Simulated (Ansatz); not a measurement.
In(OH)3 (InO3H3), relaxed as a singlet with RKS r2SCAN-D4/def2-SVP in Ansatz, starting from the GFN2-xTB geometry. Force threshold 0.02 eV/Å.

In the def2 sets In takes a core potential; there is no spin–orbit coupling.

Start:

```xyz
7

In    0.000    0.000    0.001
O    -1.868   -0.248   -0.423
H    -2.333    0.585   -0.343
O     1.213   -1.501   -0.068
H     0.737   -2.291   -0.323
O     0.656    1.750    0.489
H     1.595    1.706    0.667
```

**Question.** Estimate the energy that the relaxation releases and the steps that it takes.

**Answer.** 3.7 kcal/mol, in 4 steps; 11 s on 2 threads of Arm Neoverse V2 on a shared host. No frequencies were taken in this run, so the end may be a saddle point.

**Question.** Does the start keep its bonding and symmetry?

**Answer.** By distances, no bond broke or formed. The bond that changes most is In1–O2, from 1.93 to 2.00 Å (atoms count from 1). Point group C3h at the start, C3h at the end, both within 0.05 Å.

**Question.** Predict the relaxed structure.

**Answer.** 
```xyz
7

In    0.000    0.000    0.000
O    -1.933   -0.247   -0.435
H    -2.403    0.596   -0.356
O     1.247   -1.558   -0.072
H     0.766   -2.357   -0.331
O     0.686    1.805    0.507
H     1.637    1.761    0.687
```
Bond lengths: 3 × In–O 2.00 Å; 3 × H–O 0.97 Å.
